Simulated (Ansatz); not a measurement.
Job for Ansatz (a quantum-chemistry and plane-wave program): R-CCSD(T)/cc-pV(T+d)Z on H3NOSi (SMILES N[Si]O), a point of a torsion scan. Files ending in .json are basis or fitting sets from the Basis Set Exchange.

Ansatz 0.2 input:
```yaml
crystal:
  periodic: [false, false, false]
  atoms:
    - {symbol: N, position_ang: [-1.00471321, -0.05555584, 0.17644442]}
    - {symbol: Si, position_ang: [0.37443462, -0.96744139, 0.63875290]}
    - {symbol: O, position_ang: [1.56459448, -0.27410045, -0.24590014]}
    - {symbol: H, position_ang: [-1.92213632, -0.21896664, 0.55290192]}
    - {symbol: H, position_ang: [-1.00453362, 0.69323903, -0.50579002]}
    - {symbol: H, position_ang: [1.60489626, -0.21224658, -1.19748252]}
basis:
  gaussian:
    orbitals: cc-pV_T+d_Z.json
magnetization: {spin_polarized: false}
correlation: {method: ccsd_t, electrons: outside_noble_gas}
scf: {lower_state_search: off}
```

Output:

```
WARN ansatz: RAYON_NUM_THREADS=1 ignored (pool sized by the plan → 1); use --threads N
Functional definition: HF
these checks for a lower state are left out or cut short: stability, starts, cluster_reference, orbital_swaps, neighbouring_geometries, increment
integrals: 0.29 GiB planned
837 factors; integrals over basis functions are off by at most 9.3e-4 eV
mean field: 0.28 GiB planned
mean field evaluation 1: about -11427.7129 eV, gradient 4.6e1 eV
mean field evaluation 2: about -11427.7171 eV, gradient 4.6e1 eV
mean field evaluation 4: about -11431.6945 eV, gradient 2.8e0 eV
mean field evaluation 8: about -11431.7328 eV, gradient 7.1e-2 eV
mean field -11431.73284356 eV, -420.1084332939 hartree, gradient 6.7e-6 eV, S^2 0.000000; 0 other end points of the search recorded, 0 dependent functions left out
7 core orbitals not correlated
reference -11431.73284356 eV, -420.1084332939 hartree; 9, 9 occupied and 125, 125 virtual orbitals, 837 factors
second order -15.21704089 eV of doubles, -0.00000000 eV of singles
coupled cluster: 0.91 GiB planned
cycle   1  -15.30208490 eV  change   -8.5e-2 eV  update   8.7e-2
cycle   2  -15.67871512 eV  change   -3.8e-1 eV  update   2.8e-2
cycle   3  -15.76726837 eV  change   -8.9e-2 eV  update   1.5e-2
cycle   4  -15.75193068 eV  change    1.5e-2 eV  update   3.8e-3
cycle   5  -15.75102737 eV  change    9.0e-4 eV  update   1.8e-3
cycle   6  -15.75149890 eV  change   -4.7e-4 eV  update   6.0e-4
cycle   7  -15.75109367 eV  change    4.1e-4 eV  update   2.3e-4
cycle   8  -15.75106439 eV  change    2.9e-5 eV  update   8.9e-5
cycle   9  -15.75111224 eV  change   -4.8e-5 eV  update   3.3e-5
cycle  10  -15.75110642 eV  change    5.8e-6 eV  update   1.3e-5
perturbative correction -0.60615020 eV, -0.0222756092 hartree
Total energy: -11448.09010018 eV, -420.7095513874 hartree
Checks for a lower state left out: stability, starts, cluster_reference, orbital_swaps, neighbouring_geometries, increment
```

The calculation finished and met its thresholds.

Cost: very roughly 10 core-seconds.
